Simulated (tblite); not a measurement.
Compound: C₆H₈F (doublet state).
SMILES with atom numbers: `[CH2:1][C:2]1=[C:3]([CH2:4][F:5])[CH2:6][CH2:7]1` (hydrogens: H8, H9 on C1; H10, H11 on C4; H12, H13 on C6; H14, H15 on C7)
Bond orders are those of one Lewis drawing.

Computed with GFN2-xTB (tblite), gas phase: L-BFGS steps from a force-field or distance-geometry start until the largest atomic force falls under 0.01 eV/Å.

The end geometry, which sets the zero of energy:
```
atom  x, y, z in Å
C1     -1.1110    0.7594   -1.6519
C2     -0.6493    0.0668   -0.5821
C3      0.4805    0.1395    0.2370
C4      1.6673    1.0202    0.2807
F5      2.5130    0.6683    1.3050
C6      0.0625   -1.0190    1.0845
C7     -1.1958   -1.1172    0.1901
H8     -2.0412    0.4973   -2.1220
H9     -0.5624    1.5889   -2.0614
H10     1.3883    2.0716    0.4488
H11     2.2540    0.9596   -0.6487
H12     0.7295   -1.8820    1.0488
H13    -0.1270   -0.7801    2.1323
H14    -1.2762   -2.0365   -0.3862
H15    -2.1365   -0.9289    0.7033
```

**Question.** These geometries come from the run, each turned onto the end geometry. Order them by energy, lowest first.
A.
```
atom  x, y, z in Å
C1     -1.1029    0.7623   -1.6476
C2     -0.6511    0.0609   -0.5791
C3      0.4802    0.1367    0.2381
C4      1.6629    1.0232    0.2747
F5      2.5145    0.6789    1.2953
C6      0.0598   -1.0206    1.0834
C7     -1.1970   -1.1233    0.1948
H8     -2.0319    0.5207   -2.1330
H9     -0.5374    1.5879   -2.0445
H10     1.3748    2.0723    0.4385
H11     2.2428    0.9610   -0.6581
H12     0.7208   -1.8837    1.0496
H13    -0.1312   -0.7847    2.1278
H14    -1.2739   -2.0464   -0.3748
H15    -2.1348   -0.9373    0.7129
```
B.
```
atom  x, y, z in Å
C1     -1.1100    0.7954   -1.6939
C2     -0.6572    0.0681   -0.5918
C3      0.4911    0.1265    0.2512
C4      1.6853    1.0407    0.2732
F5      2.5348    0.6967    1.2979
C6      0.0603   -1.0507    1.1167
C7     -1.2004   -1.1495    0.2188
H8     -2.0644    0.5646   -2.1994
H9     -0.5564    1.6542   -2.1247
H10     1.3974    2.0932    0.4400
H11     2.2656    0.9790   -0.6639
H12     0.7086   -1.9303    1.0746
H13    -0.1506   -0.8230    2.1671
H14    -1.2722   -2.0846   -0.3396
H15    -2.1362   -0.9725    0.7518
```
C.
```
atom  x, y, z in Å
C1     -1.1014    0.7660   -1.6512
C2     -0.6529    0.0603   -0.5814
C3      0.4796    0.1375    0.2368
C4      1.6634    1.0245    0.2735
F5      2.5194    0.6873    1.2914
C6      0.0579   -1.0215    1.0827
C7     -1.1973   -1.1218    0.1930
H8     -2.0243    0.5407   -2.1463
H9     -0.5545    1.5923   -2.0622
H10     1.3841    2.0700    0.4377
H11     2.2457    0.9670   -0.6514
H12     0.7107   -1.8906    1.0607
H13    -0.1339   -0.8009    2.1306
H14    -1.2725   -2.0522   -0.3581
H15    -2.1283   -0.9507    0.7224
```
D.
```
atom  x, y, z in Å
C1     -1.1013    0.7699   -1.6559
C2     -0.6545    0.0624   -0.5853
C3      0.4772    0.1364    0.2357
C4      1.6626    1.0235    0.2736
F5      2.5240    0.6918    1.2911
C6      0.0590   -1.0228    1.0852
C7     -1.1975   -1.1208    0.1919
H8     -2.0219    0.5514   -2.1547
H9     -0.5635    1.5969   -2.0736
H10     1.3894    2.0724    0.4378
H11     2.2496    0.9708   -0.6507
H12     0.7083   -1.8991    1.0665
H13    -0.1367   -0.8088    2.1375
H14    -1.2723   -2.0577   -0.3499
H15    -2.1269   -0.9582    0.7289
```
E.
```
atom  x, y, z in Å
C1     -1.1273    0.8283   -1.7418
C2     -0.6348    0.0354   -0.5399
C3      0.4772    0.1174    0.2483
C4      1.7042    1.0605    0.2672
F5      2.5346    0.6953    1.2998
C6      0.0541   -1.0538    1.1106
C7     -1.1930   -1.1488    0.2210
H8     -2.0691    0.5640   -2.2023
H9     -0.5551    1.6586   -2.1279
H10     1.3984    2.0903    0.4394
H11     2.2633    0.9795   -0.6612
H12     0.7095   -1.9343    1.0746
H13    -0.1532   -0.8227    2.1745
H14    -1.2720   -2.0894   -0.3403
H15    -2.1410   -0.9725    0.7562
```

**Answer.** A (0.002 eV), C (0.014 eV), D (0.025 eV), B (0.182 eV), E (0.566 eV).

In the order of the answer:

| step | E above end (eV) | largest force (eV/Å) | rms force component (eV/Å) | rms distance from end (Å) | rms bond change (Å) | bond most changed (Å) |
| --- | --- | --- | --- | --- | --- | --- |
| 8 | 0.002 | 0.14 | 0.039 | 0.015 | 0.002 | C6–C7 -0.004 |
| 6 | 0.014 | 0.23 | 0.095 | 0.022 | 0.004 | C4–H11 -0.006 |
| 5 | 0.025 | 0.33 | 0.103 | 0.028 | 0.003 | C1–H8 -0.005 |
| 1 | 0.182 | 1.10 | 0.355 | 0.056 | 0.023 | C2–C7 +0.045 |
| 0 | 0.566 | 4.57 | 1.012 | 0.066 | 0.048 | C1–C2 +0.166 |

The cost below is that of the whole relaxation. On one thread, Intel Xeon 6975P-C (x86_64), on a shared host, this took under 0.1 s of wall time.
